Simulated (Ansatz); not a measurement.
A run on `[AlH2][O][GaH][CH]=S` with other settings.

```yaml
crystal:
  periodic: [false, false, false]
  atoms:
    - {symbol: Al, position_ang: [0.886652, 0.412225, -2.288815]}
    - {symbol: O, position_ang: [0.607063, 0.019589, -0.682287]}
    - {symbol: Ga, position_ang: [0.373808, -0.408693, 1.017469]}
    - {symbol: C, position_ang: [-1.442604, -0.110386, 1.741350]}
    - {symbol: S, position_ang: [-1.751173, -0.362112, 3.303495]}
    - {symbol: H, position_ang: [1.356360, 1.883194, -2.638002]}
    - {symbol: H, position_ang: [0.657414, -0.701607, -3.390529]}
    - {symbol: H, position_ang: [1.566690, -0.968842, 1.842036]}
    - {symbol: H, position_ang: [-2.254210, 0.236632, 1.095293]}
basis:
  gaussian: {orbitals: def2-TZVPD}
hamiltonian: {xc: {name: r2SCAN}}
output: {forces: true}
```

```sh
$ ansatz run in.yaml --threads 4 --pin off --events-out ev --progress --plain --max-ram 10444MiB
```

Output, abridged:

```
Functional definition: r2SCAN
1495 factors; their error is unknown
mean field evaluation 1: about -72943.3379 eV, gradient 9.1e1 eV
mean field evaluation 2: about -72826.1669 eV, gradient 2.1e2 eV
mean field evaluation 4: about -72956.6073 eV, gradient 3.1e1 eV
mean field evaluation 8: about -72958.7884 eV, gradient 4.3e-1 eV
mean field evaluation 16: about -72958.7503 eV, gradient 4.3e-4 eV
mean field -72958.75028497 eV, -2681.1846197557 hartree, gradient 1.7e-5 eV, S^2 0.000000; 0 other end points of the search recorded, 0 dependent functions left out
reference -72958.75030985 eV, -2681.1846206698 hartree; 39, 39 occupied and 217, 217 virtual orbitals, 1495 factors
Total energy: -72958.75030985 eV, -2681.1846206698 hartree
Atom 0 at     0.886652     0.412225    -2.288815 Å, force     0.023950     0.027305    -0.118260 eV/Å
Atom 1 at     0.607063     0.019589    -0.682287 Å, force    -0.018164    -0.012214     0.056990 eV/Å
Atom 2 at     0.373808    -0.408693     1.017469 Å, force     0.057855    -0.040363     0.073548 eV/Å
Atom 3 at    -1.442604    -0.110386     1.741350 Å, force     0.075515     0.025593    -0.222083 eV/Å
Atom 4 at    -1.751173    -0.362112     3.303495 Å, force    -0.053933    -0.043410     0.274571 eV/Å
Atom 5 at     1.356360     1.883194    -2.638002 Å, force    -0.003610    -0.008696     0.007919 eV/Å
Atom 6 at     0.657414    -0.701607    -3.390529 Å, force     0.000013     0.005240     0.013370 eV/Å
Atom 7 at     1.566690    -0.968842     1.842036 Å, force    -0.054569     0.028578    -0.042192 eV/Å
Atom 8 at    -2.254210     0.236632     1.095293 Å, force    -0.027057     0.017968    -0.043864 eV/Å
Dipole moment:     0.031066     0.011924    -0.157803 e Å
```

Run time 6 s (4 threads of an Intel Xeon Platinum 8488C on a shared host); peak host memory 0.5 GiB.
